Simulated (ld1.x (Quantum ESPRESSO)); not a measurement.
**Before and after: RRKJ potential for fluorine (F)**

ld1.x (Quantum ESPRESSO) 7.5 input, shortened:

```
&input
   title='F', zed=9., rel=1, dft='PBE', iswitch=3,
   config='[He] 2s2 2p5'
 /
 &inputp
   pseudotype=2, tm=.false., rho0=0.01, lloc=0,
   nlcc=.false.
 /
2
2P  2  1   5.00   0.00  1.35  1.35  0.0
2S  1  0   2.00   0.00  0.50  0.50  0.0
 &test
   configts(1)='2s2 2p5'
 /
```

Change: wave 2s (bound): rc 0.50 bohr becomes 2s (bound): rc 0.66 bohr.

Cutoffs: the cutoffs (Ry, on a coarse ladder) from which the occupation-weighted sum of valence levels, in a spherical-Bessel basis at the reference potential, stays within 10 and 1 mRy of its value at 400 Ry; they do not see the model core or the augmentation charge, which bear on the density cutoff. Errors are all-electron minus pseudo energies relative to the spin-unpolarised reference configuration.

**Question.** Predict the effect on cutoff, ghosts and configuration errors.

**Answer.** Of the 7 tests that both files solve, the error grows in 1 and shrinks in 2 by more than 15 % and 0.3 meV (median size 36.0 → 17.2 meV); neither file shows a bound ghost.

| quantity | base | changed |
| --- | --- | --- |
| cutoff, loose | 300 Ry | 110 Ry |
| cutoff, tight | over 300 Ry | 260 Ry |
| loose cutoff by channel (10 mRy a level) | p 60 Ry, s 260 Ry | p 60 Ry, s 90 Ry |
| bound ghosts | none | none |
| error for 2s2 2p4, meV [ΔE 19.39 eV] | +20 | +17 |
| error for 2s2 2p3, meV [ΔE 57.78 eV] | +205 | +189 |
| error for 2s2 2p2, meV [ΔE 118.41 eV] | +893 | +844 |
| error for 2s1 2p5, meV [ΔE 38.49 eV] | -36 | -65 |
| error for 2s1 2p6, meV [ΔE 18.81 eV] | +49 | +12 |
| error for 2s2 2p5.3, meV [ΔE -2.67 eV] | +0.4 | +0.3 |
| error for 2s2 2p4.5, meV [ΔE 7.54 eV] | +2.2 | +1.7 |
| s: phases at 1.50 bohr within 0.05 rad from the reference energy up to (Ry; the scan ends near 5) | to the end of the scan | to the end of the scan |
| p: phases at 1.50 bohr within 0.05 rad from the reference energy up to (Ry; the scan ends near 5) | 4.0 | 4.0 |
